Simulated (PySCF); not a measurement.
Electronic structure of O(2+) (oxygen, charge +2) at the B2PLYP level

Configuration: [He] 2s1 2p2 3d1, one real determinant (an excited configuration). Computed with PySCF 2.14 in x2c-QZVPPall with one added diffuse shell each of s, p, d, f type (8s5p4d3f1g, 73 functions), with scalar relativity by spin-free X2C-1e.

```
Total energy, PT2 part included                               : -71.5119 hartree
One-electron energy                                           : -88.4769 hartree
Hartree (Coulomb) energy                                      : 24.2016 hartree
Exchange-correlation energy                                   : -7.2301 hartree
PT2 correlation before scaling by 0.27                        : -0.02380 hartree
⟨S²⟩                                                          : 6.0000
⟨L²⟩                                                          : 7.990
Sum of ⟨r⟩                                                    : 6.047 bohr
Sum of ⟨r²⟩                                                   : 12.34 bohr²
Traceless quadrupole moment −½Σ⟨3z² − r²⟩ along its main axis : -1.72 e·bohr²
Langevin diamagnetic susceptibility                           : -9.78 ×10⁻⁶ cm³/mol
```

```tsv
shell	electrons	mean orbital energy (eV)	rms radius, mean of both spins (bohr)
1s α	1	-601.83	0.230
1s β	1	-597.32	0.230
2s α	1	-78.256	1.06
2p α	2	-62.888	1.02
3d α	1	-13.201	3.01
```

⟨L²⟩ = 7.99 against 12 for a pure F term, so this real determinant mixes terms. The outer electron is Rydberg-like, and this basis confines it to a smaller radius and binds it less than a complete one would.

The orbital energies are those of the SCF part of the double hybrid.
